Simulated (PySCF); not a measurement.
CH3BF2O, SMILES COB(F)F.

Coordinates come from a B3LYP-D3(BJ)/def2-SVP optimisation. The values are those of a single conformer.

Method: TDA-B3LYP/def2-SVPD run with PySCF.

Vertical excitations. Gas-phase values at a fixed geometry.

```
state  energy (eV)  λ (nm)      f                            main pairs
-----  -----------  ------  -----  ------------------------------------
S1            8.17     152  0.001                        HOMO→LUMO 99 %
S2            8.69     143  0.001                      HOMO−1→LUMO 99 %
S3            9.04     137  0.036                      HOMO→LUMO+1 99 %
S4            9.37     132  0.001                    HOMO−1→LUMO+2 98 %
S5            9.55     130  0.077  HOMO−1→LUMO+1 69 %, HOMO→LUMO+2 28 %
S6            9.60     129  0.158  HOMO→LUMO+2 65 %, HOMO−1→LUMO+1 30 %
S7            9.94     125  0.001                      HOMO→LUMO+3 96 %
S8           10.40     119  0.011                      HOMO−2→LUMO 96 %
S9           10.47     118  0.061                    HOMO−1→LUMO+3 92 %
S10          10.54     118  0.000                      HOMO→LUMO+5 92 %
T1            7.99     155      0                        HOMO→LUMO 96 %
T2            8.24     150      0                      HOMO→LUMO+2 94 %
T3            8.54     145      0                      HOMO−1→LUMO 97 %
T4            8.76     142      0                      HOMO→LUMO+1 94 %
```
Triplets are in the Tamm–Dancoff approximation.
